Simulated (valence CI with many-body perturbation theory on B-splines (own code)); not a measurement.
Missing levels of Tm XXI

Level of theory: valence CI with perturbative core correlation (CI+MBPT): three valence electrons over a frozen Dirac-Fock core [Kr] 4d10, a basis of 7 s, 7 p, 7 d, 7 f, 4 g, 2 h functions for each j, with the one-electron correlation potential Σ1, the two-electron term Σ2, the three-electron term Σ3, Breit, model QED; selected CI, second order for the rest, scaled by the run's own slope (own B-spline code, finite nucleus).

No measured spectrum was set against this ion. As an estimate, terms of the open shell hold to a few per cent of their energy, and close levels can change places. The list stops below the first excitations out of the core.

```
           Level  E (cm⁻¹)
     4f3 4I°_9/2       0.0
    4f3 4I°_11/2     10784
    4f3 4I°_13/2     20822
     4f3 4F°_3/2         ?
    4f3 4I°_15/2     30138
 4f3 2H°_9/2 [a]     32329
     4f3 4F°_5/2     35631
     4f3 4S°_3/2     39093
     4f3 4F°_7/2     39367
     4f3 4G°_5/2     43952
     4f3 4F°_9/2     46955
     4f3 4G°_7/2     47813
4f3 2H°_11/2 [a]         ?
    4f3 2K°_13/2     51828
 4f3 2G°_7/2 [a]     55846
 4f3 2D°_3/2 [a]         ?
     4f3 4G°_9/2         ?
    4f3 2K°_15/2     60404
     4f3 2P°_1/2         ?
    4f3 4G°_11/2         ?
```

Names give the largest LS component (configuration and term), which can be under half, so a name can repeat, a term be missing and a line seem to break the LS rules; names also repeat where a configuration has a term twice. Letters in brackets count levels of one name in rising energy.

Q: The levels stand in rising order. What does the calculation give for the missing energies?

A: 4f3 4F°_3/2 28578; 4f3 2H°_11/2 [a] 49058; 4f3 2D°_3/2 [a] 57420; 4f3 4G°_9/2 58234; 4f3 2P°_1/2 62118; 4f3 4G°_11/2 66038.
